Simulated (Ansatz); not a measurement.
Saddle point of Si$_{2}$NH$_{9}$O$_{2}$F$_{2}$, closed shell (Si₂H₄OF₂ ([OH][Si]([F])([F])[SiH3]) + H₂O + NH₃ → SiNH₃OF₂ ([NH2][Si]([OH])([F])[F]) + SiH₄ + H₂O; bonds formed: Si2–H8, H6–O9; dative contacts that become bonds: Si1–N7; bonds broken: Si1–Si2, H6–N7, H8–O9), PBE0-D4/def2-TZVP structure:

```
atom    x (Å)    y (Å)    z (Å)
 Si1  -0.7251   0.7188  -0.3182
 Si2   1.1416  -1.0131  -1.1225
  F3  -1.1093   0.2063  -1.8262
  F4  -2.1166   0.2847   0.3652
  O5  -0.5705   2.3140  -0.6704
  H6  -0.0815  -0.5461   1.7066
  N7   0.1311   0.8179   1.2907
  H8   0.0586  -1.3108   0.3068
  O9  -0.2108  -1.6224   1.5248
 H10   2.3320  -1.5669  -0.4117
 H11   0.7496  -1.9120  -2.2329
 H12   1.6083   0.2894  -1.6935
 H13  -0.8738   2.5554  -1.5485
 H14   1.1166   1.0440   1.2086
 H15  -0.2943   1.5532   1.8494
 H16  -1.1559  -1.8122   1.5719
```

Energies are electronic, without zero-point energy. Barriers and step energies count from the start structure reached by relaxing down the imaginary mode; all methods use the PBE0-D4 structures, on which another method's saddle can fall below an end. Computed with Ansatz 0.2.0 (basis: def2-TZVPP, with def2-QZVPP for the basis limit); correlated methods freeze the cores. B3LYP uses VWN-RPA correlation. Extrapolation: Hartree–Fock as exp(−7.88 √X), correlation as X^−2.97.

```csv
method,barrier (kJ/mol),step energy (kJ/mol)
SPW92,138.4,3.5
PBE-D4,176.8,-21.2
BLYP-D4,195.8,-46.0
r2SCAN-D4,189.1,-36.6
B97M-V,214.7,-40.9
PBE0-D4,?,-30.1
B3LYP-D4,215.8,-50.7
r2SCAN0-D4,209.7,-41.6
BHLYP-D4,248.2,-59.0
CAM-B3LYP-D4,?,-51.5
wB97X-V,226.2,-41.6
wB97M-V,218.6,-45.2
B2PLYP,223.6,-54.8
PBE-QIDH,?,-40.3
RPA on PBE,225.0,-49.7
HF,314.4,-100.0
MP2,219.7,-51.3
CCSD,245.6,-55.4
CCSD(T),229.3,-47.9
```

Fill in the withheld barriers. (Judge from chemistry; the value comes from the calculation.)

Computed: PBE-QIDH 220.8; CAM-B3LYP-D4 223.2; PBE0-D4 203.1 kJ/mol. Each is the energy of the saddle less that of the start structure, by the same method.

For comparison, the barrier by CCSD(T) at an estimated basis limit (MP2 extrapolated from triple and quadruple zeta, plus CCSD(T) − MP2 in triple zeta) is 229.8 kJ/mol.

The T1 diagnostic stays at or below 0.013.

Labels in which every atom is bracketed show which atoms are joined, not bond orders.

For scale, one of the runs: CCSD(T)/def2-TZVPP, 365 basis functions, launched by `ansatz run in.yaml --threads 5 --pin off --events-out ev --progress --plain --max-ram 66560MiB --backend cuda --devices 0, --max-vram 37GiB`. Time: 45 s of wall clock on 5 CPU threads of an AMD EPYC 7R13 and a share of one NVIDIA H100; the host was shared. Peak host memory: 0.86 GiB.
